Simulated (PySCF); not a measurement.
Excitations are Tamm–Dancoff values on a coarser integration grid. The basis has no diffuse functions, so Rydberg states are missing or too high.

Cartesian coordinates (Å):
SMILES: [H]/[O+]=C/[S@@](C)=O
```xyz
10

C     -1.3693     0.5724    -0.2784
S     -0.2927    -0.1934     0.9503
O     -0.8884    -1.2819     1.7105
C      1.1771    -0.5231     0.1550
O      1.6183     0.2795    -0.7591
H     -1.7843    -0.2301    -0.8882
H     -0.7688     1.2762    -0.8548
H     -2.1417     1.0837     0.2950
H      1.8202    -1.2684     0.6257
H      2.5815     0.2096    -0.9096
```
Charge +1, spin multiplicity 1.

Task: Give the T1 excitation (TDA), total energy and brightest of the four lowest singlets (TDA) at the level TPSSh-D3(BJ)/def2-TZVP in PySCF.

Result: 
```
Item                                                Value
-------------------------------------------  ------------
T1 excitation (TDA)                               1.64 eV
total energy                                 -627.6397 Ha
brightest of the four lowest singlets (TDA)       3.96 eV
```
